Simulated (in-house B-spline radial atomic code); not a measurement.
**RPA and G0W0 on PBE0: I2+**

Configuration [Kr] 4d10 5s2 5p3, highest spin, mean-field start PBE0. Computed with a B-spline radial code for spherical atoms: all electrons, scalar-relativistic (spin-free one-electron X2C), finite nucleus, each spin shell either full or empty, empty states to l = 9 with an (l + 1/2)⁻⁴ tail; G0W0 by contour deformation at full frequency.

Spin-orbit coupling, left out, splits p levels strongly here.

Command:
```bash
python run_gw.py task.json out
```
Settings (radii: box in bohr, nucleus in fm):
```
Z                        53
electrons                51
configuration            [Kr] 4d10 5s2 5p3
hamiltonian              x2c
method                   pbe0
lmax                     9
rms_radius               4.75
spin_polarised           True
box_radius               17.55
intervals                69
```

Cost of the run: 10 s on 1 thread of Arm Neoverse N1 (shared host).

Energies (hartree):

| term | value |
| --- | --- |
| mean-field total | -7114.25135 |
| Hartree-Fock functional on these orbitals | -7111.74129 |
| direct second order | -4.4836 |
| second-order exchange | 1.2349 |
| SOSEX correction | 1.1537 |

**Question.** What is the RPA correlation energy, and what remains with SOSEX?

**Answer.** RPA gives -3.9481 hartree (-2.11 eV per electron); RPA + SOSEX gives -2.7943, and the second-order doubles -3.2487 hartree (no singles). RPA lacks exchange-type terms and so overcorrelates at short range.

Quasi-particle levels (eV):

```tsv
level	occupied	mean field	Σx - vxc	Σc	QP weight	G0W0
5p up	yes	-26.912	-3.24	?	?	?
5s down	yes	-35.52	-1.59	-2.38	0.935	-39.48
5p down	no	-21.685	5.03	-2.45	0.939	-19.102
```

G0W0 = mean field + (Σx - vxc) + Σc, with Σc (partial-wave tail included) taken at the quasi-particle energy. Only the outer levels were computed. Levels of low weight are left out.

**Question.** Where does G0W0 put 5p up?

**Answer.** At -30.70 eV, with Σc = -0.55 eV and a quasi-particle weight of 0.939. The tabulated removal energy is 29.57 ± 0.025 eV (NIST, measured); the calculation leaves out spin-orbit coupling, Breit and QED terms, and what these don't explain is the method's own error.
